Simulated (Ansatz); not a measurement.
C4H7AlO can be A, `[AlH2][CH]1C=COC1`, or B, `C#CO[CH2][AlH][CH3]`.

Program: Ansatz. Geometries: PBE0-D4/def2-TZVP. ΔE: electronic, gas phase. CBS: MP2 limit from def2 TZ/QZ plus the TZ coupled-cluster correction, frozen cores. Functionals use def2-TZVPP. B3LYP here is the variant with VWN-RPA as its local correlation; programs differ in this. Each species was taken in one conformer, which may not be the lowest.

(1) Which is lower in electronic energy at CCSD(T)/CBS, and by how much? (Best estimate.)

(2) Give E(B) − E(A) in kJ/mol with B3LYP, CCSD/def2-TZVPP, ωB97M-V, B3LYP-D4, HF/def2-TZVPP, CCSD(T)/def2-TZVPP, B2PLYP. (An estimate is asked.)

Largest T1 diagnostic: 0.013.

## Answers

(1) Computed: A, by 111.4 kJ/mol.

(2) Computed: B3LYP 100.7, CCSD/def2-TZVPP 111.9, ωB97M-V 111.1, B3LYP-D4 106.0, HF/def2-TZVPP 101.0, CCSD(T)/def2-TZVPP 112.6, B2PLYP 104.0. None reverses the order clearly.

The D4 term adds +5.3 kJ/mol with B3LYP and +2.3 kJ/mol with PBE0; it sums over pairs of atoms, weighted by their polarisabilities, and B3LYP, whose exchange is more repulsive, gets the larger term. In def2-TZVPP, CCSD(T) changes the Hartree–Fock value by +11.6 kJ/mol (the triples alone add +0.7 kJ/mol) and MP2 by +13.1 kJ/mol.
